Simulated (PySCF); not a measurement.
Molecule: `O=CC#CB(O)O`, C$_{3}$H$_{3}$BO$_{3}$.

Numbering as in the mapped SMILES `[O:1]=[CH:2][C:3]#[C:4][B:5]([OH:6])[OH:7]`. Each H is labelled by its parent atom.

Spin–spin couplings on one PBE0-D3(BJ)/def2-SVP geometry, PySCF 2.14, gas phase, non-relativistic, equivalent pairs averaged (spin–dipole term only in couplings to heteroatoms); isotopes 13C, 1H, 11B, 17O; basis pcJ-1.

Q: How do the couplings (Hz) change with the functional? Times are CPU seconds on 1 thread of an Arm Neoverse V2, shared host.

A: 
```
functional  functions  1J(C2,H(C2))  1J(C3,C4)  1J(C4,B5)  1J(O6,H(O6))  1J(C2,C3)  1J(O1,C2)  1J(B5,O6)  core-s
       LDA        219         152.5      137.1      110.5         -70.1       68.3       39.4       -3.0      14
       PBE        219         177.9      145.2      126.1         -72.0       79.2       37.7       -5.3      20
       KT2        219         195.4      129.7      113.7         -72.8       65.9       43.7        1.2      20
      PBE0        219         186.0      156.2      130.3         -79.5       88.0       33.2      -10.0      26
     B97-2        219         178.5      154.4      135.6         -79.3       87.8       31.4      -11.1      24
 BHandHLYP        219         212.1      181.2      143.0         -94.2      107.4       23.8      -16.7      27
 CAM-B3LYP        219         194.3      162.9      132.1         -83.9       92.0       32.4      -11.2      35
``` Left out for a near triplet instability: HF/pcJ-1.
